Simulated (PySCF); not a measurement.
## Exercise with solution: refractive index and permittivity of the vapour

2-methylpenta-1,4-diene (C₆H₁₀), SMILES C=C(CC=C)C.

Coordinates come from a PBE0-D3(BJ)/def2-SVP optimisation. The values are those of a single conformer.

PBE/def2-TZVP (PySCF) gives a mean static polarisability of 75.8 bohr³ and a dipole moment of 0.54 D. Take an ideal gas at 298.15 K and 1 bar, whether or not the substance is that volatile.

Question: Work out n − 1 in the optical limit and the static ε − 1.

Answer: 
Polarisability volume α' = 75.8 × 0.148185 = 11.23 Å³. Number density N = p/kT = 2.43e-5 Å⁻³.
Dilute limit of Lorentz–Lorenz: n − 1 = 2π N α' = 0.0017.
Orientation term of Debye: μ²/(3kT) = 8.098 Å³ × μ²(D²) = 2.36 Å³.
ε − 1 = 4π N (α' + μ²/3kT) = 0.0041. Orientation of the dipole supplies 17 % of the static response; it can't follow optical fields. Vibrational polarisation and dispersion are left out.
